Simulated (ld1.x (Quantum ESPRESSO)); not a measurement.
Transferability test, RRKJ potential for Co

ld1.x (Quantum ESPRESSO) 7.5 input, shortened:

```
&input
   title='Co', zed=27., rel=2, dft='PBESOL', iswitch=3,
   config='[Ar] 3d8 4s1 4p0', rel_dist='average'
 /
 &inputp
   pseudotype=2, tm=.false., rho0=0.005, lloc=1,
   nlcc=.true., rcore=0.90
 /
3
4S  1  0   1.00   0.00  2.45  2.45  0.0
3D  3  2   8.00   0.00  1.45  1.45  0.0
3P  2  1   6.00   0.00  1.20  1.20  0.0
 &test
   configts(1)='3p6 3d8 4s1 4p0'
 /
```

Open shells are filled in proportion to 2j + 1 (rel_dist='average').

Energies are relative to the spin-unpolarised reference configuration 3p6 3d8 4s1 4p0; without spin polarisation the order of configurations can differ from experiment. The p channel is local and has no spin–orbit splitting in the pseudo-atom.

(1) Give the all-electron excitation energy and the error of the potential for: 3p6 3d7 4s2 4p0; 3p6 3d7 4s1 4p0; 3p6 3d7 4s0 4p0; 3p5 3d7 4s2 4p0; 3p6 3d8 4s0 4p0; 3p6 3d7 4s0 4p1; 3p6 3d6 4s0 4p0.

Levels in the configuration 3p6 3d8 4s0 4p0:

```csv
level,all-electron (eV),pseudo (eV)
3p j=1/2,-70.057,-68.770
3p j=3/2,-68.234,-68.770
3d j=3/2,-12.328,-12.324
3d j=5/2,-12.151,-12.147
```

Note: ghost state, extra bound levels that the all-electron valence spectrum of the same l lacks: s at -83.3 eV. A true bound ghost makes a file unfit for plane-wave use. The potential misses its own reference levels by up to 1.2 eV, so it is not fit for use.

Answers

(1)

| valence configuration | charge | ΔE all-electron (eV) | error AE − PS (meV) |
| --- | --- | --- | --- |
| 3p6 3d7 4s2 4p0 | 0 | 1.214 | -17 |
| 3p6 3d7 4s1 4p0 | +1 | 10.260 | -6.1 |
| 3p6 3d7 4s0 4p0 | +2 | 26.957 | -12 |
| 3p5 3d7 4s2 4p0 | +1 | 74.630 | -460 |
| 3p6 3d8 4s0 4p0 | +1 | 7.637 | -3.9 |
| 3p6 3d7 4s0 4p1 | +1 | 15.653 | +33 |
| 3p6 3d6 4s0 4p0 | +3 | 62.793 | -11 |
